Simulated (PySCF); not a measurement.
**Potential energy of KTe along the bond**

Set-up: basis K def2-SVP, Te def2-SVP with ECP28; scalar-relativistic core potentials; PySCF 2.14. Energies in eV from K + Te in their ground configurations at the same level. State: ²Π (doublet), unpaired electrons π ↑.

All columns are PBE. A positive dipole means K(−)Te(+).

```csv
R (Å),E (eV),μ (D),Mulliken charge on K (basis-dependent),HOMO (eV),LUMO (eV),Mayer bond order,⟨S²⟩
2.743,-1.695,-8.31,0.57,-3.66,-3.64,0.79,0.75
2.870,-1.969,-8.75,0.57,-3.55,-3.52,0.79,0.75
2.998,-2.116,-9.18,0.56,-3.44,-3.42,0.79,0.75
3.093,-2.169,-9.48,0.55,-3.38,-3.35,0.80,0.75
3.189,-2.184,-9.78,0.54,-3.31,-3.28,0.81,0.75
3.285,-2.173,-10.06,0.53,-3.25,-3.22,0.82,0.75
3.412,-2.128,-10.44,0.52,-3.17,-3.14,0.82,0.75
3.572,-2.040,-10.88,0.52,-3.09,-3.06,0.82,0.76
3.763,-1.907,-11.38,0.51,-3.00,-2.97,0.81,0.76
4.018,-1.709,-11.96,0.51,-2.91,-2.88,0.79,0.77
```

A fit through these points gives, at Re = 3.193 Å, μ = -9.79 D and dμ/dR = -3.05 D/Å; the reduced mass is 29.97 u.

How strong is the fundamental in the double-harmonic approximation, I = 42.26·(dμ/dR)²/μred km/mol?

I = 42.26·(-3.05)²/29.97 = 13.1 km/mol at PBE.

These are scalar-relativistic numbers at best; spin–orbit coupling would shift them, the dissociation energy most. The state is the lowest determinant that a PBE0 search found; another state may lie lower at other levels.
